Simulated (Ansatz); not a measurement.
Ansatz (an electronic-structure program) input (HF/def2-TZVP):

Ansatz 0.2 input:
```yaml
crystal:
  periodic: [false, false, false]
  atoms:
    - {symbol: Re, position_ang: [0.00000000, 0.00000000, 0.00000000]}
    - {symbol: F, position_ang: [-0.00000000, -0.00000000, -1.85693172]}
    - {symbol: F, position_ang: [0.00000000, 0.00000000, 1.85693172]}
basis:
  gaussian:
    orbitals: def2-TZVP
hamiltonian:
  xc: {name: HF}
magnetization: {spin_polarized: true, initial_magnetization: 3}
relax: {f_tol: 0.003, max_steps: 100}
```

Output:

```
Functional definition: HF
integrals: 0.03 GiB planned
903 factors; their error is unknown
mean field: 0.23 GiB planned
mean field evaluation 1: about -7520.3702 eV, gradient 3.0e1 eV
mean field evaluation 2: about -7522.3168 eV, gradient 2.5e1 eV
mean field evaluation 4: about -7524.4295 eV, gradient 1.7e0 eV
mean field evaluation 8: about -7524.6163 eV, gradient 5.2e-1 eV
mean field evaluation 16: about -7524.8447 eV, gradient 2.5e-1 eV
mean field evaluation 32: about -7524.9857 eV, gradient 2.2e-5 eV
mean field evaluation 64: about -7523.4319 eV, gradient 5.0e0 eV
mean field evaluation 96: about -7524.8341 eV, gradient 5.9e-1 eV
mean field evaluation 128: about -7523.9730 eV, gradient 2.1e0 eV
mean field evaluation 160: about -7524.9471 eV, gradient 3.9e-1 eV
mean field evaluation 192: about -7524.9005 eV, gradient 9.1e-1 eV
mean field evaluation 224: about -7524.1005 eV, gradient 4.2e0 eV
mean field evaluation 256: about -7524.9655 eV, gradient 4.5e-1 eV
mean field evaluation 288: about -7524.8452 eV, gradient 1.0e-1 eV
mean field evaluation 320: about -7524.4177 eV, gradient 3.6e0 eV
mean field evaluation 352: about -7524.5258 eV, gradient 7.1e-1 eV
mean field -7524.98570602 eV, -276.5381240776 hartree, gradient 2.0e-5 eV, S^2 4.356226; 6 other end points of the search recorded, 0 dependent functions left out
the calculation of the forces begins
reference -7524.98570602 eV, -276.5381240776 hartree; 18, 15 occupied and 84, 87 virtual orbitals, 903 factors
relax step   1: F+E_penalty+E_count = -7524.98570602 eV  Δ(F+E_penalty+E_count) = +0.000e0 eV  max|allowed force component| = 1.091e0 eV/Å  Δτ_max = 0.0000 Å  (580 SCF iters, accepted)
these checks for a lower state are left out or cut short: starts, cluster_reference, orbital_swaps, neighbouring_geometries, increment
integrals: 0.03 GiB planned
903 factors; their error is unknown
mean field: 0.23 GiB planned
mean field evaluation 384: about -7524.8662 eV, gradient 1.5e1 eV
mean field -7525.02364981 eV, -276.5395184863 hartree, gradient 2.7e-5 eV, S^2 4.429275; 0 other end points of the search recorded, 0 dependent functions left out
the calculation of the forces begins
reference -7525.02364981 eV, -276.5395184863 hartree; 18, 15 occupied and 84, 87 virtual orbitals, 903 factors
relax step   2: F+E_penalty+E_count = -7525.02364981 eV  Δ(F+E_penalty+E_count) = -3.794e-2 eV  max|allowed force component| = 1.659e-1 eV/Å  Δτ_max = 0.0307 Å  (84 SCF iters, accepted)
these checks for a lower state are left out or cut short: starts, cluster_reference, orbital_swaps, neighbouring_geometries, increment
integrals: 0.03 GiB planned
903 factors; their error is unknown
mean field: 0.23 GiB planned
mean field -7525.02464361 eV, -276.5395550078 hartree, gradient 2.8e-5 eV, S^2 4.441479; 0 other end points of the search recorded, 0 dependent functions left out
the calculation of the forces begins
reference -7525.02464361 eV, -276.5395550078 hartree; 18, 15 occupied and 84, 87 virtual orbitals, 903 factors
relax step   3: F+E_penalty+E_count = -7525.02464361 eV  Δ(F+E_penalty+E_count) = -9.938e-4 eV  max|allowed force component| = 4.811e-3 eV/Å  Δτ_max = 0.0058 Å  (87 SCF iters, accepted)
these checks for a lower state are left out or cut short: starts, cluster_reference, orbital_swaps, neighbouring_geometries, increment
integrals: 0.03 GiB planned
903 factors; their error is unknown
mean field: 0.23 GiB planned
mean field -7525.02464446 eV, -276.5395550389 hartree, gradient 2.3e-5 eV, S^2 4.441873; 0 other end points of the search recorded, 0 dependent functions left out
the calculation of the forces begins
reference -7525.02464446 eV, -276.5395550389 hartree; 18, 15 occupied and 84, 87 virtual orbitals, 903 factors
relax step   4: F+E_penalty+E_count = -7525.02464446 eV  Δ(F+E_penalty+E_count) = -8.462e-7 eV  max|allowed force component| = 4.101e-4 eV/Å  Δτ_max = 0.0002 Å  (83 SCF iters, accepted)
integrals: 0.03 GiB planned
903 factors; their error is unknown
mean field: 0.23 GiB planned
mean field evaluation 416: about -7525.0246 eV, gradient 1.4e-4 eV
mean field evaluation 448: about -7515.4422 eV, gradient 5.7e0 eV
mean field evaluation 480: about -7524.9299 eV, gradient 4.1e-1 eV
mean field evaluation 512: about -7524.4409 eV, gradient 4.2e-1 eV
mean field evaluation 544: about -7524.1597 eV, gradient 9.2e-1 eV
mean field evaluation 576: about -7524.9579 eV, gradient 8.1e-1 eV
mean field evaluation 608: about -7525.0100 eV, gradient 1.9e-1 eV
mean field evaluation 640: about -7524.2380 eV, gradient 1.8e0 eV
mean field evaluation 672: about -7524.9346 eV, gradient 1.8e0 eV
mean field evaluation 704: about -7524.2503 eV, gradient 1.1e0 eV
mean field evaluation 736: about -7524.5370 eV, gradient 3.0e-2 eV
mean field evaluation 768: about -7524.6833 eV, gradient 3.2e-1 eV
mean field -7525.02464446 eV, -276.5395550389 hartree, gradient 2.3e-5 eV, S^2 4.441873; 9 other end points of the search recorded, 0 dependent functions left out
the calculation of the forces begins
reference -7525.02464446 eV, -276.5395550389 hartree; 18, 15 occupied and 84, 87 virtual orbitals, 903 factors
Total energy: -7525.02464446 eV, -276.5395550389 hartree
Atom 0 at     0.000000     0.000000    -0.000000 Å, force    -0.000000     0.000000     0.000000 eV/Å
Atom 1 at    -0.000000    -0.000000    -1.893708 Å, force     0.000000    -0.000000     0.000410 eV/Å
Atom 2 at    -0.000000     0.000000     1.893708 Å, force    -0.000000     0.000000    -0.000410 eV/Å
Dipole moment:    -0.000000     0.000000     0.000000 e Å
```

The spin state was set by rule; other spins were not relaxed.

The determinant is spin-contaminated: <S^2> is 4.44 against 3.75 for a pure state.
